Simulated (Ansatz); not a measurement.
One change: `CCOB(C)F` becomes `CB(F)OC(C)=O`.

Ansatz, PBE0-D4/def2-TZVP geometries, multiplicity 1. Each molecule was computed in one conformer, which needn't be the lowest.

```
                                          property  `CCOB(C)F`
             LUMO energy (ωB97M-V/def2-TZVPP) / eV        2.15
size of the dipole moment (ωB97M-V/def2-TZVPP) / D        0.98
             HOMO–LUMO gap (B3LYP/def2-TZVPP) / eV        9.32
              HOMO–LUMO gap (PBE0/def2-TZVPP) / eV        9.88
                 LUMO energy (PBE/def2-TZVPP) / eV        0.02
               HOMO energy (B3LYP/def2-TZVPP) / eV       -8.70
```

Q: Give the same properties after the change, and the shifts. (Estimate.)

A: Ansatz gave: 
```json
{"property": "LUMO energy (ωB97M-V/def2-TZVPP) / eV", "`CB(F)OC(C)=O`": "1.68", "shift": "-0.47"}
{"property": "size of the dipole moment (ωB97M-V/def2-TZVPP) / D", "`CB(F)OC(C)=O`": "1.70", "shift": "0.72"}
{"property": "HOMO–LUMO gap (B3LYP/def2-TZVPP) / eV", "`CB(F)OC(C)=O`": "7.29", "shift": "-2.03"}
{"property": "HOMO–LUMO gap (PBE0/def2-TZVPP) / eV", "`CB(F)OC(C)=O`": "7.83", "shift": "-2.05"}
{"property": "LUMO energy (PBE/def2-TZVPP) / eV", "`CB(F)OC(C)=O`": "-1.68", "shift": "-1.70"}
{"property": "HOMO energy (B3LYP/def2-TZVPP) / eV", "`CB(F)OC(C)=O`": "-8.12", "shift": "0.58"}
```

With PBE0 the HOMO rises by 0.55 eV and the LUMO falls by 1.50 eV, so the gap narrows by about 2.05 eV. PBE moves the HOMO by 0.74 eV and ωB97M-V by 0.50 eV. Dipoles are sizes alone; their direction can turn.

B3LYP here is the variant with VWN-RPA as its local correlation; programs differ in this.
